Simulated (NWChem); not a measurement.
System: GeH$_{4}$Se; SMILES [GeH3][SeH]

The following NWChem deck was run.

```
start job
memory heap 200 mb stack 900 mb global 1100 mb
geometry units angstroms noautoz
  Ge    -0.003210     1.159219    -0.001155
  Se    -0.048694    -1.198582    -0.005641
  H      0.729705     1.691608    -1.244798
  H     -1.480489     1.578952    -0.030175
  H      0.678827     1.689777     1.271946
  H      1.418461    -1.308334     0.008051
end
basis spherical
  * library def2-tzvp
end
dft
  xc hfexch
  iterations 150
  mulliken
end
task dft energy
```

Output (shortened):

```
             Northwest Computational Chemistry Package (NWChem) 7.3.0
             --------------------------------------------------------

 C1  symmetry detected

                             Geometry "geometry" -> ""
                             -------------------------

 Output coordinates in angstroms (scale by  1.889725989 to convert to a.u.)

  No.       Tag          Charge          X              Y              Z
 ---- ---------------- ---------- -------------- -------------- --------------
    1 Ge                  32.0000    -0.01021317     1.15924713     0.00000611
    2 Se                  34.0000    -0.02948765    -1.19891804     0.00002407
    3 H                    1.0000     0.70538914     1.69746596    -1.25118700
    4 H                    1.0000    -1.49227569     1.56248006    -0.01627564
    5 H                    1.0000     0.67742617     1.69968932     1.26591559
    6 H                    1.0000     1.43886198    -1.29233030     0.00053315

 Effective nuclear repulsion energy (a.u.)     313.2913581467

  xc_inp: hfexch multiplicative factor not found.

                                 NWChem DFT Module
                                 -----------------

 Summary of "ao basis" -> "ao basis" (spherical)
 ------------------------------------------------------------------------------
       Tag                 Description            Shells   Functions and Types
 ---------------- ------------------------------  ------  ---------------------
 Ge                        def2-tzvp                16       48   6s5p4d1f
 Se                        def2-tzvp                16       48   6s5p4d1f
 H                         def2-tzvp                 4        6   3s1p

            General Information
            -------------------
          SCF calculation type: DFT
          Wavefunction type:  closed shell.
          No. of atoms     :     6
          No. of electrons :    70
           Alpha electrons :    35
            Beta electrons :    35
          Charge           :     0
          Spin multiplicity:     1
          Use of symmetry is: off; symmetry adaption is: off
          Maximum number of iterations: 150
          AO basis - number of functions:   120
                     number of shells:    48
          Convergence on energy requested:  1.00D-06
          Convergence on density requested:  1.00D-05
          Convergence on gradient requested:  5.00D-04

              XC Information
              --------------
                     Hartree-Fock (Exact) Exchange  1.000

      Superposition of Atomic Density Guess
      -------------------------------------

 Sum of atomic energies:       -4477.11182572

      Non-variational initial energy
      ------------------------------

 Total energy =   -4477.646345
 1-e energy   =   -6865.698640
 2-e energy   =    2074.760936
 HOMO         =      -0.286326
 LUMO         =       0.035023

     ---------------------------------------------
      Total Density - Mulliken Population Analysis
     ---------------------------------------------

    Atom       Charge   Shell Charges
 -----------   ------   -------------------------------------------------------
    1 Ge  32    31.62   2.00  2.00  1.16  0.80  0.80  0.59  5.98  4.42  1.57  1.23  0.92  8.90  1.11  0.04  0.09  0.02
    2 Se  34    34.53   2.00  2.00  1.16  0.78  0.98  0.93  6.00  5.93  1.00  2.47  1.22  8.96  1.04  0.00  0.05  0.00
    3 H    1     1.03   0.22  0.54  0.26  0.01
    4 H    1     1.02   0.22  0.54  0.26  0.01
    5 H    1     1.03   0.22  0.54  0.26  0.01
    6 H    1     0.78   0.19  0.42  0.16  0.02

   convergence    iter        energy       DeltaE   RMS-Dens  Diis-err
 ---------------- ----- ----------------- --------- --------- ---------
 d= 0,ls=0.0,diis     1  -4477.5282884066 -4.79D+03  2.51D-03  1.28D-01
 d= 0,ls=0.0,diis     2  -4477.5534418423 -2.52D-02  8.10D-04  3.20D-02
 d= 0,ls=0.0,diis     3  -4477.5566919395 -3.25D-03  3.44D-04  3.66D-03
 d= 0,ls=0.0,diis     4  -4477.5572199285 -5.28D-04  1.17D-04  2.29D-04
 d= 0,ls=0.0,diis     5  -4477.5572791036 -5.92D-05  4.02D-05  1.31D-05
  Resetting Diis
 d= 0,ls=0.0,diis     6  -4477.5572841461 -5.04D-06  1.21D-05  2.00D-06
 d= 0,ls=0.0,diis     7  -4477.5572845990 -4.53D-07  3.66D-06  1.61D-07

         Total DFT energy =    -4477.557284599008
      One electron energy =    -6867.549866710844
           Coulomb energy =     2241.186731130731
    Exchange-Corr. energy =     -164.485507165640
 Nuclear repulsion energy =      313.291358146744

 Numeric. integr. density =        0.000000000000

                       DFT Final Molecular Orbital Analysis
                       ------------------------------------

 Vector   33  Occ=2.000000D+00  E=-4.746877D-01
              MO Center= -4.3D-01,  8.0D-01, -1.1D-02, r^2= 3.6D+00
   Bfn.  Coefficient  Atom+Function         Bfn.  Coefficient  Atom+Function
  ----- ------------  ---------------      ----- ------------  ---------------
    16      0.287039  1 Ge px               104     -0.263286  4 H  s
    19      0.181144  1 Ge px                64     -0.179251  2 Se px
   116     -0.149232  6 H  s                103     -0.146141  4 H  s
   105     -0.131110  4 H  s                 10     -0.128023  1 Ge px
    58      0.121507  2 Se px                54      0.117278  2 Se s

 Vector   34  Occ=2.000000D+00  E=-4.182734D-01
              MO Center= -9.0D-03, -6.1D-01, -5.7D-04, r^2= 3.1D+00
   Bfn.  Coefficient  Atom+Function         Bfn.  Coefficient  Atom+Function
  ----- ------------  ---------------      ----- ------------  ---------------
    65      0.416912  2 Se py                17     -0.261121  1 Ge py
    59     -0.251468  2 Se py                68      0.230487  2 Se py
    62      0.203579  2 Se py                53     -0.166569  2 Se s
    54     -0.147689  2 Se s                 64      0.125530  2 Se px
    11      0.116180  1 Ge py                20     -0.112190  1 Ge py

 Vector   35  Occ=2.000000D+00  E=-3.511300D-01
              MO Center=  2.8D-02, -9.8D-01,  1.1D-03, r^2= 2.4D+00
   Bfn.  Coefficient  Atom+Function         Bfn.  Coefficient  Atom+Function
  ----- ------------  ---------------      ----- ------------  ---------------
    66      0.503931  2 Se pz                69      0.357140  2 Se pz
    60     -0.309189  2 Se pz                63      0.264423  2 Se pz
    57      0.093941  2 Se pz               110     -0.071186  5 H  s
    98      0.070422  3 H  s                111     -0.064384  5 H  s
    99      0.063582  3 H  s                 18     -0.050596  1 Ge pz

 Vector   36  Occ=0.000000D+00  E= 1.069358D-01
              MO Center=  8.5D-02,  2.6D-01,  2.2D-04, r^2= 6.9D+00
   Bfn.  Coefficient  Atom+Function         Bfn.  Coefficient  Atom+Function
  ----- ------------  ---------------      ----- ------------  ---------------
     6      1.564608  1 Ge s                 20     -1.054306  1 Ge py
    68     -1.041997  2 Se py                54     -0.814766  2 Se s
    99     -0.393624  3 H  s                111     -0.391667  5 H  s
   117     -0.284639  6 H  s                 67      0.242542  2 Se px
    65     -0.224079  2 Se py               105     -0.212776  4 H  s

 Vector   37  Occ=0.000000D+00  E= 1.154287D-01
              MO Center=  3.4D-01, -3.9D-01, -2.3D-03, r^2= 6.4D+00
   Bfn.  Coefficient  Atom+Function         Bfn.  Coefficient  Atom+Function
  ----- ------------  ---------------      ----- ------------  ---------------
   117      1.403454  6 H  s                 54     -1.041976  2 Se s
    67     -0.960005  2 Se px                 6     -0.896933  1 Ge s
   105      0.622328  4 H  s                 20     -0.577143  1 Ge py
    99      0.486400  3 H  s                111      0.470208  5 H  s
    19      0.249586  1 Ge px                64     -0.124744  2 Se px

 Vector   38  Occ=0.000000D+00  E= 1.603358D-01
              MO Center= -7.7D-02,  1.1D+00,  3.4D-03, r^2= 5.3D+00
   Bfn.  Coefficient  Atom+Function         Bfn.  Coefficient  Atom+Function
  ----- ------------  ---------------      ----- ------------  ---------------
    19      1.857347  1 Ge px               105      1.762619  4 H  s
    99     -0.705506  3 H  s                111     -0.643382  5 H  s
     6     -0.478269  1 Ge s                 54      0.355635  2 Se s
    20      0.263161  1 Ge py                67     -0.251894  2 Se px
    68      0.228081  2 Se py                16      0.135809  1 Ge px

     ---------------------------------------------
      Total Density - Mulliken Population Analysis
     ---------------------------------------------

    Atom       Charge   Shell Charges
 -----------   ------   -------------------------------------------------------
    1 Ge  32    31.73   2.00  2.00  1.16  0.80  0.77  0.52  5.98  4.43  1.56  1.40  0.82  8.92  1.09  0.07  0.15  0.02
    2 Se  34    34.38   2.00  2.00  1.16  0.78  0.95  0.96  6.00  5.93  0.96  2.40  1.13  8.96  1.04  0.02  0.07  0.01
    3 H    1     1.00   0.23  0.57  0.19  0.01
    4 H    1     1.00   0.23  0.57  0.19  0.01
    5 H    1     1.00   0.23  0.57  0.19  0.01
    6 H    1     0.88   0.22  0.50  0.14  0.02

     -------------------------------------------
      Total Density - Lowdin Population Analysis
     -------------------------------------------

    Atom       Charge   Shell Charges
 -----------   ------   -------------------------------------------------------
    1 Ge  32    31.77   2.00  2.00  1.10  0.84  0.52  0.42  5.92  3.97  2.06  1.24  1.10  8.58  1.19  0.35  0.43  0.06
    2 Se  34    34.01   2.00  2.00  1.13  0.83  0.76  0.76  5.98  5.64  1.32  2.08  1.34  8.58  1.22  0.22  0.14  0.02
    3 H    1     1.08   0.24  0.50  0.32  0.02
    4 H    1     1.08   0.24  0.50  0.32  0.02
    5 H    1     1.08   0.24  0.50  0.32  0.02
    6 H    1     0.97   0.23  0.44  0.25  0.06

     Multipole analysis of the density
     ---------------------------------

[...]
```

Level: Hartree-Fock/def2-TZVP. The geometry was optimised at PBE0/def2-SVP.
